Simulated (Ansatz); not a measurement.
SiHMe3 (C₃H₁₀Si). Total charge 0; singlet. Geometry PBE0-D4/def2-SVP.

```xyz
14

C    -0.8693   -1.2278   -0.9639
C     1.5722   -0.4113    0.7429
C    -0.5314    1.7050   -0.0557
Si   -0.2542   -0.0978    0.4105
H    -1.0293   -0.3960    1.6619
H    -0.7408   -2.2882   -0.6949
H    -0.3125   -1.0457   -1.8975
H    -1.9383   -1.0591   -1.1695
H     1.9452    0.2328    1.5548
H     2.1739   -0.2040   -0.1569
H     1.7497   -1.4585    1.0344
H    -0.1826    2.3806    0.7413
H    -1.5993    1.9114   -0.2297
H     0.0167    1.9585   -0.9777
```

(1) Estimate the orbital energies around the gap (eV) in Ansatz with PBE-D4/def2-SVP, PBE-D4/def2-TZVP, revPBE-D4/def2-TZVP, r2SCAN-D4/def2-TZVP, PBE0-D4/def2-TZVP.

Results:

(1) 
| orbital | PBE-D4/def2-SVP | PBE-D4/def2-TZVP | revPBE-D4/def2-TZVP | r2SCAN-D4/def2-TZVP | PBE0-D4/def2-TZVP |
| --- | --- | --- | --- | --- | --- |
| HOMO−5 | -9.33 | -9.42 | -9.40 | -9.80 | -10.93 |
| HOMO−4 | -9.33 | -9.42 | -9.39 | -9.80 | -10.93 |
| HOMO−3 | -9.07 | -9.17 | -9.14 | -9.54 | -10.66 |
| HOMO−2 | -7.21 | -7.30 | -7.28 | -7.62 | -8.62 |
| HOMO−1 | -7.16 | -7.22 | -7.17 | -7.50 | -8.53 |
| HOMO | -7.16 | -7.22 | -7.17 | -7.50 | -8.53 |
| LUMO | 0.84 | 0.31 | 0.38 | 1.09 | 1.07 |
| LUMO+1 | 1.43 | 0.75 | 0.83 | 1.38 | 1.53 |
| LUMO+2 | 1.43 | 0.75 | 0.84 | 1.38 | 1.54 |
| LUMO+3 | 1.90 | 1.53 | 1.58 | 2.18 | 2.37 |
| LUMO+4 | 2.51 | 1.96 | 2.02 | 2.64 | 2.82 |
| LUMO+5 | 2.51 | 1.97 | 2.02 | 2.64 | 2.83 |
